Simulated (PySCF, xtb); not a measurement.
C₂H₅Se, SMILES [CH2][Se]C, multiplicity 2.

Harmonic wavenumbers (cm⁻¹) from GFN2-xTB (xtb) at its own minimum, in rising order: 117, 226, 271, 528, 569, 727, 818, 862, 904, 1279, 1323, 1427, 1431, 3003, 3012, 3036, 3066, 3127.

Q: What does PySCF with PBE-D3(BJ)/def2-SVP give at its own minimum? (Estimate from the structure and the level; the computed values follow.)

A: 126, 193, 235, 342, 590, 701, 803, 868, 918, 1239, 1303, 1383, 1397, 2987, 3086, 3102, 3112, 3227. Paired by order, the mean absolute difference is 44 cm⁻¹ and the zero-point energies are 36.8 and 36.6 kcal/mol.
